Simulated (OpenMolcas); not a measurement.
## What dynamic correlation does to the levels of In

```json
{"Program": "OpenMolcas", "Basis": "ANO-R3 [8s7p5d3f2g1h]", "Scalar Hamiltonian": "X2C, finite nucleus", "Active space": "3 electrons in 4 orbitals (5s 5p)", "State averaging": "2S+1 = 4 odd, 1 root (0 in the spin-orbit step); 2S+1 = 2 odd, 3 roots; 2S+1 = 4 even, 3 roots; 2S+1 = 2 even, 5 roots", "Spin-orbit coupling": "RASSI with atomic mean-field integrals over the reference wave functions, term energies averaged over their components"}
```

Methods on the same reference wave functions:
A. CASSCF
B. SS-CASPT2, IPEA 0.25 Eh, imaginary shift 0.1 Eh (closed shells correlated: 4d)

Energies in cm-1 above 5s2 5p 2P* 1/2, the measured ground level; measured values from NIST Handbook of Basic Atomic Spectroscopic Data.

```json
{"Level": "5s2 5p 2P* 1/2", "A": "0.0", "B": "0.0", "Measured": "0.0"}
{"Level": "5s2 5p 2P* 3/2", "A": "2118", "B": "2120", "Measured": "2213"}
{"Level": "5s 5p2 4P 1/2", "A": "26916", "B": "34650", "Measured": "34978"}
{"Level": "5s 5p2 4P 3/2", "A": "27678", "B": "35410", "Measured": "36021"}
{"Level": "5s 5p2 4P 5/2", "A": "28918", "B": "36620", "Measured": "37452"}
```

Deviations, from unrounded energies. A percentage is the sum of absolute deviations over the sum of measured energies, with the sign that they share, or ± where signs differ.

```csv
Against measurement,Levels,A,B
mean absolute deviation (cm-1),4,6300,470
fine structure of the ground term (%),1,-4.3,-4.3
other configurations (%),3,-23.0,-1.6
```

B lies closest to measurement on these levels. The largest miss of B in the table is 5s 5p2 4P 5/2, by -840 cm-1. The ranking rests on the paired levels alone, and a cruder setting can come out closer through cancelling errors.

The lowest spin-free term lies below A's lowest term by 0.494 hartree in B.

Some high roots are left out of the spin-orbit mixing, which shifts the levels that they would mix with. Terms of s pⁿ other than that of highest spin mix with s² pⁿ⁻² d, which this space lacks; all of them can be thousands of cm-1 off, and some have no real level of that name. Without dynamic correlation excited terms often stand tens of per cent too high (terms of higher spin than the ground term too low), and those without a measured partner can miss by more than the paired ones (holds for A). Computed and measured levels are paired by configuration, term and J; levels that our copy of the source lacks, or whose pairing is in doubt (as where it misses far off the trend of its configuration), stay unpaired and out of the deviations. Levels of configurations outside the active space are missing. Levels that lie high or do not pair safely by name in every column are left out.

* marks odd parity.
